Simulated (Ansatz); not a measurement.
SiH$_{4}$Cl$_{3}$OF, singlet: a nudged elastic band.

in.yaml

```yaml
crystal:
  periodic: [false, false, false]
  atoms:
    - {symbol: Si, position_ang: [-0.301396, -1.557899, 0.060651]}
    - {symbol: H, position_ang: [0.900356, -1.189051, 0.805643]}
    - {symbol: Cl, position_ang: [-0.001262, -1.743273, -1.935281]}
    - {symbol: Cl, position_ang: [-0.980910, -3.347410, 0.755890]}
    - {symbol: Cl, position_ang: [-1.825644, -0.210520, 0.403074]}
    - {symbol: H, position_ang: [1.007729, 1.736794, -0.103122]}
    - {symbol: O, position_ang: [1.220806, 0.944082, -0.609410]}
    - {symbol: H, position_ang: [-0.873406, 1.688611, 1.007198]}
    - {symbol: F, position_ang: [-0.374452, 2.464336, 1.145390]}
    - {symbol: H, position_ang: [1.228180, 1.214430, -1.530034]}
basis:
  gaussian: {orbitals: def2-SVP}
hamiltonian: {xc: pbe0, dispersion: d4}
neb:
  images: 5
  climbing: true
  max_iterations: 30
  initial_path: idpp
  f_tol: 2.0
  final_atoms:
    - {symbol: Si, position_ang: [-0.273159, -1.019539, -0.951157]}
    - {symbol: H, position_ang: [-0.457949, 0.151675, 2.673215]}
    - {symbol: Cl, position_ang: [-0.021307, -1.751965, -2.820919]}
    - {symbol: Cl, position_ang: [0.037559, -2.517352, 0.372783]}
    - {symbol: Cl, position_ang: [-2.105759, -0.228329, -0.729135]}
    - {symbol: H, position_ang: [0.415514, 1.755729, 0.037352]}
    - {symbol: O, position_ang: [0.778136, 0.204058, -0.683860]}
    - {symbol: H, position_ang: [-0.355681, 0.824830, 2.365555]}
    - {symbol: F, position_ang: [0.263759, 2.566862, 0.474400]}
    - {symbol: H, position_ang: [1.718888, 0.014133, -0.738233]}
```

Run by:

```bash
ansatz run in.yaml --threads 8 --pin off --events-out ev --progress --plain --max-ram 19148MiB
```

What Ansatz 0.2.0 printed:

```
Functional definition: PBE0
  name "PBE0"
  cite "Adamo & Barone, J. Chem. Phys. 110, 6158 (1999) doi:10.1063/1.478522"
  cite "Perdew, Burke & Ernzerhof, Phys. Rev. Lett. 77, 3865 (1996) doi:10.1103/PhysRevLett.77.3865"
  parent pbe
  parameter a = 0.25
  parameter kappa = 0.804
  parameter beta = 0.06672455060314922
  exchange = (1 - a)*pbe_x(kappa = kappa, mu = beta*pi^2/3) + a*exact_x
  correlation = pbe_c(beta = beta)
1195 factors; integrals over basis functions are off by at most 4.2e-4 eV
mean field evaluation 1: about -50235.9051 eV, gradient 5.2e1 eV
mean field evaluation 2: about -50232.5175 eV, gradient 6.8e1 eV
mean field evaluation 4: about -50240.4276 eV, gradient 1.9e0 eV
mean field evaluation 8: about -50240.4477 eV, gradient 4.2e-2 eV
mean field evaluation 16: about -50240.4477 eV, gradient 1.4e-5 eV
mean field -50240.44769488 eV, -1846.3023985882 hartree, gradient 1.4e-5 eV, S^2 0.000000; 0 other end points of the search recorded, 0 dependent functions left out
the calculation of the forces begins
reference -50240.44771840 eV, -1846.3023994528 hartree; 43, 43 occupied and 77, 77 virtual orbitals, 1195 factors
1201 factors; integrals over basis functions are off by at most 1.1e-3 eV
mean field evaluation 32: about -50240.9952 eV, gradient 4.8e-5 eV
mean field -50240.99524679 eV, -1846.3225207498 hartree, gradient 4.8e-5 eV, S^2 0.000000; 0 other end points of the search recorded, 0 dependent functions left out
the calculation of the forces begins
reference -50240.99527075 eV, -1846.3225216303 hartree; 43, 43 occupied and 77, 77 virtual orbitals, 1201 factors
NEB end point (image 0): max|allowed force component| = 3.437e-1 eV/Å (the criterion of neb.relax_end_points is 4.000e-1)
NEB end point (image 6): max|allowed force component| = 5.150e-1 eV/Å (the criterion of neb.relax_end_points is 4.000e-1)
1196 factors; integrals over basis functions are off by at most 5.9e-4 eV
mean field -50237.74228913 eV, -1846.2029767609 hartree, gradient 2.9e-5 eV, S^2 0.000000; 0 other end points of the search recorded, 0 dependent functions left out
the calculation of the forces begins
reference -50237.74231376 eV, -1846.2029776660 hartree; 43, 43 occupied and 77, 77 virtual orbitals, 1196 factors
1196 factors; integrals over basis functions are off by at most 6.5e-4 eV
mean field evaluation 64: about -50233.7850 eV, gradient 6.9e-5 eV
mean field -50233.78499259 eV, -1846.0575487953 hartree, gradient 6.9e-5 eV, S^2 0.000000; 0 other end points of the search recorded, 0 dependent functions left out
the calculation of the forces begins
reference -50233.78501797 eV, -1846.0575497278 hartree; 43, 43 occupied and 77, 77 virtual orbitals, 1196 factors
1198 factors; integrals over basis functions are off by at most 7.6e-4 eV
mean field -50232.18960062 eV, -1845.9989192217 hartree, gradient 5.5e-5 eV, S^2 0.000000; 0 other end points of the search recorded, 0 dependent functions left out
the calculation of the forces begins
reference -50232.18962604 eV, -1845.9989201558 hartree; 43, 43 occupied and 77, 77 virtual orbitals, 1198 factors
1203 factors; integrals over basis functions are off by at most 1.1e-3 eV
mean field evaluation 96: about -50234.4467 eV, gradient 1.4e-2 eV
mean field -50234.44665229 eV, -1846.0818643409 hartree, gradient 4.5e-5 eV, S^2 0.000000; 0 other end points of the search recorded, 0 dependent functions left out
the calculation of the forces begins
reference -50234.44667753 eV, -1846.0818652683 hartree; 43, 43 occupied and 77, 77 virtual orbitals, 1203 factors
1203 factors; integrals over basis functions are off by at most 1.1e-3 eV
mean field -50238.38971815 eV, -1846.2267693383 hartree, gradient 3.7e-5 eV, S^2 0.000000; 0 other end points of the search recorded, 0 dependent functions left out
the calculation of the forces begins
reference -50238.38974274 eV, -1846.2267702421 hartree; 43, 43 occupied and 77, 77 virtual orbitals, 1203 factors
NEB iter   1: max|band force component| = 5.043e0 eV/Å  barrier→ = 8.2154 eV  barrier← = 8.7778 eV  Δτ_max = 0.2000 Å  (195 SCF iters)
NEB iter   2: max|band force component| = 5.018e0 eV/Å  barrier→ = 5.7505 eV  barrier← = 6.3129 eV  Δτ_max = 0.2000 Å  (158 SCF iters)
NEB iter   3: max|band force component| = 1.027e1 eV/Å  barrier→ = 3.6653 eV  barrier← = 4.2278 eV  Δτ_max = 0.1014 Å  (163 SCF iters)
NEB iter   4: max|band force component| = 2.197e0 eV/Å  barrier→ = 2.7100 eV  barrier← = 3.2725 eV  Δτ_max = 0.2000 Å  (141 SCF iters)
NEB iter   5: max|band force component| = 1.061e1 eV/Å  barrier→ = 2.5481 eV  barrier← = 3.1105 eV  Δτ_max = 0.1012 Å  (148 SCF iters)
NEB iter   6: max|band force component| = 1.493e0 eV/Å  barrier→ = 1.3932 eV  barrier← = 1.9556 eV  CI = image 3  Δτ_max = 0.0000 Å  (277 SCF iters)
Total energy: -50239.30744024 eV, -1846.2604950033 hartree
Atom 0 at    -0.411631    -0.867759    -0.126838 Å, force     0.092431     0.180265     1.694783 eV/Å
Atom 1 at     0.341516    -0.544338     1.524586 Å, force    -1.176129     0.131447    -1.691528 eV/Å
Atom 2 at    -0.422981    -1.201710    -2.246465 Å, force     0.192340    -0.219677    -0.373967 eV/Å
Atom 3 at    -0.520633    -2.874600     0.314538 Å, force     0.006580    -0.285157     0.282971 eV/Å
Atom 4 at    -2.222203     0.137620    -0.048823 Å, force     0.074761    -0.018678     0.414843 eV/Å
Atom 5 at     0.821703     1.312598    -0.001382 Å, force    -0.126735    -1.235146    -0.778786 eV/Å
Atom 6 at     0.791991     0.402640    -0.547837 Å, force     1.090351     0.993355    -0.178579 eV/Å
Atom 7 at     0.220767     1.215726     1.567956 Å, force     0.121658     0.501710    -0.349791 eV/Å
Atom 8 at     0.415599     2.031339     1.065251 Å, force    -0.191432    -0.404492     1.129822 eV/Å
Atom 9 at     0.985873     0.388583    -1.500987 Å, force    -0.083826     0.356374    -0.149768 eV/Å
Dipole moment:     0.593050     0.685993     0.056368 e Å

[the SCF lines of later steps are left out]
```

The run took about 44 s on 8 CPU threads of an Arm Neoverse V1 (shared host).


The run ended normally. The force tolerance of 2 eV/Å lets the band stop early, so its barrier is not a converged value.